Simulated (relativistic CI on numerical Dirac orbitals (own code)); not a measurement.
**Ar⁷⁺: calculation against measurement**

Computed by Dirac-Coulomb-Breit CI, orbitals from a KLI potential per configuration, a model potential for QED, valence Slater integrals scaled by 0.9, P86 correlation estimate, and configurations built on the next ion tied to the tabulated ionisation energy (semi-empirical) (own radial code, finite nucleus).

Configurations in the expansion (outside the closed core [Ne]): 3s, 3p, 3d, 4s, 4p, 4d, 4f, 5s, 5p, 5d, 5f, 5g. Levels of other configurations are missing.

| Configuration | Term (tabulated) | J | Measured (cm⁻¹) | Computed | Error | Purity (%) |
| --- | --- | --- | --- | --- | --- | --- |
| 3s | 2S | 1/2 | 0.0 | 0 | 0 | 100 |
| 3p | 2P° | 1/2 | 140095.0 | 144708 | 4613 | 100 |
| 3p | 2P° | 3/2 | 142808.2 | 147384 | 4576 | 100 |
| 3d | 2D | 3/2 | 332609.0 | 337150 | 4541 | 100 |
| 3d | 2D | 5/2 | 332754.0 | 337264 | 4510 | 100 |
| 4s | 2S | 1/2 | 575958.0 | 577102 | 1144 | 100 |
| 4p | 2P° | 1/2 | 628241.0 | 629630 | 1389 | 100 |
| 4p | 2P° | 3/2 | 629243.0 | 630617 | 1374 | 100 |
| 4d | 2D | 3/2 | 697532.0 | 698295 | 763 | 100 |
| 4d | 2D | 5/2 | 697621.0 | 698350 | 729 | 100 |
| 4f | 2F° | 5/2 | 716852.0 | 717497 | 645 | 100 |
| 4f | 2F° | 7/2 | 716875.0 | 717525 | 650 | 100 |
| 5s | 2S | 1/2 | 807306.0 | 807745 | 439 | 100 |
| 5p | 2P° | 1/2 | 832261.0 | 832860 | 599 | 100 |
| 5p | 2P° | 3/2 | 832749.0 | 833335 | 586 | 100 |
| 5d | 2D | 3/2 | 865274.0 | 865566 | 292 | 100 |
| 5d | 2D | 5/2 | 865278.0 | 865597 | 319 | 100 |
| 5f | 2F° | 5/2 | 875329.0 | 875677 | 348 | 100 |
| 5f | 2F° | 7/2 | 875349.0 | 875691 | 342 | 100 |
| 5g | 2G | 7/2 | 876005.0 | 876109 | 104 | 100 |
| 5g | 2G | 9/2 | 876019.0 | 876118 | 99 | 100 |

Measured levels from Saloman, J. Phys. Chem. Ref. Data 39, 033101 (2010); pairs were made by configuration, J and term (by order where the table uses no LS term), so strongly mixed levels may be paired wrongly.

Mean error by configuration (cm⁻¹): 3p 4594; 3d 4525; 4s 1144; 4p 1381; 4d 746; 4f 647; 5s 439; 5p 592; 5d 305; 5f 345; 5g 102. Over the excited levels the mean absolute error is 1403 cm⁻¹ (20 of the 20 excited levels that our extract of the source holds in range could be paired), and the median relative error of those above 1,000 cm⁻¹ is 0.09 %.
